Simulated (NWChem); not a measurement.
Molecule: C₃H₆OSi; SMILES CC1=C[SiH2]O1

```xyz
11

C      0.0878     2.2152    -0.0269
C     -0.1011     0.7380    -0.0042
C     -1.1916    -0.0665     0.2004
Si     0.0003    -1.4495    -0.0447
O      1.0376    -0.0353    -0.2331
H     -0.8630     2.7454     0.1632
H      0.8350     2.5120     0.7382
H      0.4947     2.5286    -1.0107
H     -2.2272     0.2212     0.4046
H      0.4388    -2.3037     1.1103
H     -0.0292    -2.2808    -1.2953
```
Atoms are numbered in this order, from 1.

Computed with NWChem. Pople sets run with spherical d functions. All runs use the structure optimised with PBE-D3(BJ)/def2-SVP. B3LYP is NWChem's, with the RPA form of VWN correlation. GIAO values for the isolated, static molecule; σ is the absolute isotropic shielding.

```tsv
level	basis functions	σ C1 (ppm)	σ C2 (ppm)	σ C3 (ppm)	σ Si4 (ppm)	σ O5 (ppm)	σ H6 (rotor mean) (ppm)	σ H10 (ppm)
B3LYP/6-31G*	86	167.4	14.5	101.4	387.7	198.2	29.99	25.95
B3LYP/6-311G**	134	158.2	-9.7	88.7	331.7	175.9	29.46	25.71
B3LYP/def2-SVP	104	167.8	(withheld)	(withheld)	(withheld)	(withheld)	29.33	25.65
B3LYP/def2-TZVP	197	157.6	-11.0	86.9	312.7	168.1	29.44	25.53
B3LYP/IGLO-II	159	157.2	-11.5	85.1	335.2	169.0	29.59	25.64
```

**Question.** Complete the blanks.

**Answer.** 
- B3LYP/def2-SVP, σ C2 (ppm): 8.5
- B3LYP/def2-SVP, σ C3 (ppm): 98.7
- B3LYP/def2-SVP, σ Si4 (ppm): 403.3
- B3LYP/def2-SVP, σ O5 (ppm): 192.1
